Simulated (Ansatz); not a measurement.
A nudged elastic band was laid between two geometries of CH6ClNOSi (11 atoms, charge 0, multiplicity 1).

Method: Ansatz 0.2.0, RKS PBE0/def2-SVP.

| Property | Result |
| --- | --- |
| movable images | 7 |
| climbing image | yes |
| spring | 5.0 eV/Å² |
| optimiser | quadratic models (default) |
| start path | through a guess of the saddle point |
| force threshold | 0.5 eV/Å |
| iteration limit | 60 |
| end points | relaxed |

Image 0:

```xyz
11
Properties=species:S:1:pos:R:3
N -1.385 -0.229 -0.503
Si 0.305 -0.084 -0.917
C 1.011 0.190 0.833
O 0.417 -0.667 1.707
Cl 0.563 1.971 1.195
H -1.876 0.626 -0.256
H -1.982 -0.830 -1.062
H 0.712 -1.411 -1.473
H 0.696 1.006 -1.857
H 2.100 0.165 0.971
H -0.496 -0.793 1.382
```

Image 8:

```xyz
11
Properties=species:S:1:pos:R:3
N -1.384 -0.231 -0.502
Si 0.306 -0.083 -0.917
C 1.011 0.191 0.833
O 0.415 -0.666 1.706
Cl 0.567 1.972 1.196
H -1.977 -0.836 -1.060
H -1.881 0.622 -0.258
H 0.711 -1.409 -1.474
H 0.696 1.008 -1.856
H 2.100 0.163 0.972
H -0.499 -0.788 1.381
```

(1) What changes between the two ends?

(2) Give the energies along the band, and the barrier.

(3) What is the geometry of the highest image?

Answers

(1) No bond is made or broken. The dihedral H6–N1–Si2–C3 goes from 75 to -148°. The two ends are copies of one structure, up to a mirror image or an exchange of like atoms.

(2) The run converged. The highest image is number 5 of 0 to 8, 0.299 eV above the ends, which have the same energy within 2 meV. The threshold of 0.5 eV/Å is loose, so the images may lie well off the minimum-energy path. Beside the main top the profile has a ripple of under 15 meV (maxima at images 2, 5), which may be a very shallow well or noise. The order of the stationary point at the top wasn't checked.

```csv
image,path coordinate (Å),energy (eV),dihedral H6–N1–Si2–C3 (°)
0,0.00,0.000,75
1,0.69,0.029,94
2,1.39,0.096,111
3,2.09,0.085,111
4,2.79,0.200,134
5,3.50,0.299,162
6,4.20,0.282,160
7,4.91,0.081,-177
8,5.61,0.000,-148
```

(3) 
```xyz
11
Properties=species:S:1:pos:R:3
N -1.482 -0.023 -0.787
Si 0.240 -0.117 -0.903
C 0.977 0.231 0.828
O 0.589 -0.666 1.808
Cl 0.585 1.952 1.297
H -2.039 0.090 -1.626
H -2.002 -0.539 -0.089
H 0.798 -1.454 -1.301
H 0.694 0.903 -1.890
H 2.076 0.196 0.791
H -0.371 -0.630 1.893
```

Time of the run: 4 min on 2 threads of Arm Neoverse V1 (shared host), peak memory 0.26 GiB.
